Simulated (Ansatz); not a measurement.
Input file for Ansatz (a quantum-chemistry and plane-wave program): R-wB97M-V/def2-TZVPP on ClGeH (SMILES [Cl][GeH]), atoms moved off the minimum.

Ansatz 0.2 input:
```yaml
crystal:
  periodic: [false, false, false]
  atoms:
    - {symbol: Ge, position_ang: [0.54520999, -0.14243651, 0.50265012]}
    - {symbol: H, position_ang: [1.60886584, -0.37892673, -0.65910501]}
    - {symbol: Cl, position_ang: [-1.10040694, 0.33450158, -0.90793670]}
basis:
  gaussian:
    orbitals: def2-TZVPP
hamiltonian:
  xc: {name: wB97M-V}
scf: {lower_state_search: off}
output: {forces: true}
```

The head of its log:

```
WARN ansatz: RAYON_NUM_THREADS=1 ignored (pool sized by the plan → 1); use --threads N
Functional definition: wB97M-V
these checks for a lower state are left out or cut short: stability, starts, cluster_reference, orbital_swaps, neighbouring_geometries, increment
integrals: 0.05 GiB planned
755 factors; their error is unknown
integrals: 0.08 GiB planned
124 factors; integrals over basis functions are off by at most 6.5e-5 eV
mean field: 0.41 GiB planned
mean field evaluation 1: about -69053.0295 eV, gradient 1.9e1 eV
mean field evaluation 2: about -69053.3668 eV, gradient 1.9e1 eV
```

Q: What total energy does the run end on?

A: -2537.6899 hartree.
